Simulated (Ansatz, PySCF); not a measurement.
C2H4NO, SMILES `C[N+]C=O` (singlet; the order of the spin states depends on the level; C–N–C–O torsion 87°) (charge 1, multiplicity 1). This singlet lies 0.24 eV above the relaxed triplet at the level B3LYP-D3(BJ)/def2-TZVP (PySCF); other levels give the other order.

Level of theory: PBE0/cc-pVTZ // B3LYP-D3(BJ)/def2-TZVP (Ansatz, a program for electronic structure).

Ansatz 0.2 input:
```yaml
crystal:
  periodic: [false, false, false]
  atoms:
    - { symbol: C, position_ang: [1.026933, 0.110838, 0.123647] }
    - { symbol: N, position_ang: [-0.118916, -0.33176, -0.549626] }
    - { symbol: C, position_ang: [-1.393748, -0.189711, -0.130361] }
    - { symbol: O, position_ang: [-1.516731, 0.918565, -0.629335] }
    - { symbol: H, position_ang: [1.510851, -0.883474, 0.312361] }
    - { symbol: H, position_ang: [1.718353, 0.597147, -0.570504] }
    - { symbol: H, position_ang: [0.865899, 0.634153, 1.064965] }
    - { symbol: H, position_ang: [-2.09264, -0.855758, 0.378851] }
basis:
  gaussian: { orbitals: cc-pVTZ }
hamiltonian:
  xc: pbe0
total_charge: 1
```

Output:

```
Functional definition: PBE0
931 factors; their error is unknown
mean field evaluation 1: about -5651.6813 eV, gradient 6.6e1 eV
mean field evaluation 2: about -5629.5992 eV, gradient 1.2e2 eV
mean field evaluation 4: about -5659.6915 eV, gradient 7.8e0 eV
mean field evaluation 8: about -5659.8163 eV, gradient 9.9e-2 eV
mean field evaluation 16: about -5659.8071 eV, gradient 6.4e-5 eV
mean field -5659.80714208 eV, -207.9940761162 hartree, gradient 6.4e-5 eV, S^2 0.000000; 0 other end points of the search recorded, 0 dependent functions left out
reference -5659.80716458 eV, -207.9940769433 hartree; 15, 15 occupied and 161, 161 virtual orbitals, 931 factors
Total energy: -5659.80716458 eV, -207.9940769433 hartree
```
